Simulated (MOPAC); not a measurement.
MOPAC input (PM3):

```
PM3 PRECISE GNORM=0.05 LET XYZ CHARGE=-1 GEO-OK AUX(PRECISION=9) THREADS=1
CH2BO

B    -0.23858200 1   -0.00199100 1   -1.32852100 1
H    -0.34039400 1    1.05302600 1   -1.89939800 1
H    -0.34121800 1   -1.05871300 1   -1.89608600 1
C     0.01327500 1    0.00011100 1    0.07392100 1
O     0.22435900 1    0.00187200 1    1.24932000 1
```

Output:

```
 *******************************************************************************
 **                                                                           **
 **                              MOPAC v23.2.5                                **
 **                                                                           **
 *******************************************************************************
 ** MOPAC's Digital Object Identifier: https://doi.org/10.5281/zenodo.6511958 **
 **                                                                           **
 ** Please cite the open-source release paper for use of this MOPAC version:  **
 ** J. E. Moussa and J. J. P. Stewart (2026)                                  **
 ** MOPAC: An open-source semiempirical molecular orbital program             **
 ** J. Open Source Softw., 11(119), 8025, https://doi.org/10.21105/joss.08025 **
 *******************************************************************************

                              PM3 CALCULATION RESULTS

 *******************************************************************************
 *  PM3        - The PM3 Hamiltonian to be used
 *  GEO-OK     - OVERRIDE INTERATOMIC DISTANCE AND OTHER SAFETY CHECKS
 *
 *
 *
 *                 CHARGE ON SYSTEM = -1
 *
 *
 *
 *  LET        - OVERRIDE SOME SAFETY CHECKS
 *  PRECISE    - TIGHTER CRITERIA TO BE USED
 *  XYZ        - CARTESIAN COORDINATE SYSTEM TO BE USED
 *  GNORM      - EXIT WHEN GRADIENT NORM DROPS BELOW 0.050
 *  AUX        - OUTPUT AUXILIARY INFORMATION
 *******************************************************************************
PM3 PRECISE GNORM=0.05 LET XYZ CHARGE=-1 GEO-OK AUX(PRECISION=9) THREADS=1
 CH2BO

   ATOM   CHEMICAL          X               Y               Z
  NUMBER   SYMBOL      (ANGSTROMS)     (ANGSTROMS)     (ANGSTROMS)

     1       B         -0.23858200  *  -0.00199100  *  -1.32852100  *
     2       H         -0.34039400  *   1.05302600  *  -1.89939800  *
     3       H         -0.34121800  *  -1.05871300  *  -1.89608600  *
     4       C          0.01327500  *   0.00011100  *   0.07392100  *
     5       O          0.22435900  *   0.00187200  *   1.24932000  *

          CARTESIAN COORDINATES

    NO.       ATOM           X           Y           Z

     1         B         -0.2386     -0.0020     -1.3285
     2         H         -0.3404      1.0530     -1.8994
     3         H         -0.3412     -1.0587     -1.8961
     4         C          0.0133      0.0001      0.0739
     5         O          0.2244      0.0019      1.2493

  H: (PM3): J. J. P. STEWART, J. COMP. CHEM. 10, 209 (1989).
  B: (PM3): J. J. P. STEWART, J. MOL. MOD., 10, 155-164 (2004)
  C: (PM3): J. J. P. STEWART, J. COMP. CHEM. 10, 209 (1989).
  O: (PM3): J. J. P. STEWART, J. COMP. CHEM. 10, 209 (1989).

           Empirical Formula: C H2 O B  =     5 atoms

      MOLECULAR POINT GROUP   :   C2v

      RHF CALCULATION, NO. OF DOUBLY OCCUPIED LEVELS = 8

          Geometry optimization using EF

          DIAGONAL MATRIX USED AS START HESSIAN

 CYCLE:     1  GRAD.:   121.184 HEAT: -40.77299
 CYCLE:     2  GRAD.:   579.413 HEAT: -2.184023
 CYCLE:     3  GRAD.:   119.048 HEAT: -42.25513
 CYCLE:     4  GRAD.:   970.119 HEAT:  21.14557
 CYCLE:     5  GRAD.:    98.190 HEAT: -37.55894
 CYCLE:     6  GRAD.:   103.404 HEAT: -44.02330
 CYCLE:     7  GRAD.:    30.344 HEAT: -46.65651
 CYCLE:     8  GRAD.:     9.018 HEAT: -46.99436
 CYCLE:     9  GRAD.:     1.355 HEAT: -47.02768
 CYCLE:    10  GRAD.:     0.871 HEAT: -47.02951
 CYCLE:    11  GRAD.:     3.351 HEAT: -47.02588
 CYCLE:    12  GRAD.:     0.233 HEAT: -47.03003
 CYCLE:    13  GRAD.:     0.068 HEAT: -47.03003
 CYCLE:    14  GRAD.:     0.072 HEAT: -47.03003
 CYCLE:    15  GRAD.:     0.009 HEAT: -47.03003

     GRADIENT =  0.00898 IS LESS THAN CUTOFF =  0.05000

 -------------------------------------------------------------------------------
 PM3 PRECISE GNORM=0.05 LET XYZ CHARGE=-1 GEO-OK AUX(PRECISION=9) THREADS=1
 CH2BO

     GEOMETRY OPTIMISED USING EIGENVECTOR FOLLOWING (EF).
     SCF FIELD WAS ACHIEVED

                              PM3 CALCULATION
                                                       MOPAC v23.2.5 Linux

          FINAL HEAT OF FORMATION =        -47.03003 KCAL/MOL =    -196.77367 KJ/MOL

          COSMO AREA              =         78.82 SQUARE ANGSTROMS
          COSMO VOLUME            =         60.37 CUBIC ANGSTROMS

          GRADIENT NORM           =          0.00898          =       0.00402 PER ATOM
          IONIZATION POTENTIAL    =          2.152808 EV
          HOMO LUMO ENERGIES (EV) =         -2.153  7.188
          NO. OF FILLED LEVELS    =          8
          MOLECULAR WEIGHT        =         40.8362         POINT GROUP:  C2v

          MOLECULAR DIMENSIONS (Angstroms)

            Atom       Atom       Distance
            O     5    H     3     3.32528
            H     3    H     2     1.80642
            C     4    B     1     0.00000

          SCF CALCULATIONS        =         16

   ATOM   CHEMICAL          X               Y               Z
  NUMBER   SYMBOL      (ANGSTROMS)     (ANGSTROMS)     (ANGSTROMS)

     1       B         -0.23088645  *  -0.00192950  *  -1.28566791  *
     2       H         -0.34091863  *   0.93893121  *  -1.90189436  *
     3       H         -0.34165702  *  -0.94461394  *  -1.89895936  *
     4       C          0.00850167  *   0.00006342  *   0.04734072  *
     5       O          0.22241108  *   0.00186161  *   1.23847356  *

                             CARTESIAN COORDINATES

   1    B       -0.230886446    -0.001929500    -1.285667906
   2    H       -0.340918628     0.938931205    -1.901894365
   3    H       -0.341657019    -0.944613943    -1.898959364
   4    C        0.008501669     0.000063416     0.047340721
   5    O        0.222411076     0.001861607     1.238473560

           Empirical Formula: C H2 O B  =     5 atoms

      MOLECULAR POINT GROUP   :   C2v

                  EIGENVALUES
 -31.14674 -18.69909 -12.12047  -9.03191  -8.71999  -8.29880  -5.45879  -2.15281
   7.18784   8.67207  10.66417  11.83519  12.84957  15.10542

              NET ATOMIC CHARGES AND DIPOLE CONTRIBUTIONS

  ATOM NO.   TYPE          CHARGE      No. of ELECS.   s-Pop       p-Pop
    1          B          -0.708083        3.7081     0.79952     2.90856
    2          H          -0.017353        1.0174     1.01735
    3          H          -0.017353        1.0174     1.01735
    4          C           0.205144        3.7949     1.26770     2.52716
    5          O          -0.462356        6.4624     1.85936     4.60299
 DIPOLE           X         Y         Z       TOTAL
 POINT-CHG.     0.413     0.003     2.298     2.335
 HYBRID         0.078     0.001     0.432     0.438
 SUM            0.490     0.004     2.729     2.773

          ATOMIC ORBITAL ELECTRON POPULATIONS

     Atom    s        px        py        pz
    1  B   0.79952   1.10683   0.96460   0.83714
    2  H   1.01735
    3  H   1.01735
    4  C   1.26770   1.01059   0.59470   0.92187
    5  O   1.85936   1.85080   1.49672   1.25547

 **********************
 *                    *
 * JOB ENDED NORMALLY *
 *                    *
 **********************

 == MOPAC DONE ==
```

The dipole moment of an ion depends on the origin.

The geometry given is a B3LYP-D3(BJ)/def2-TZVP minimum.
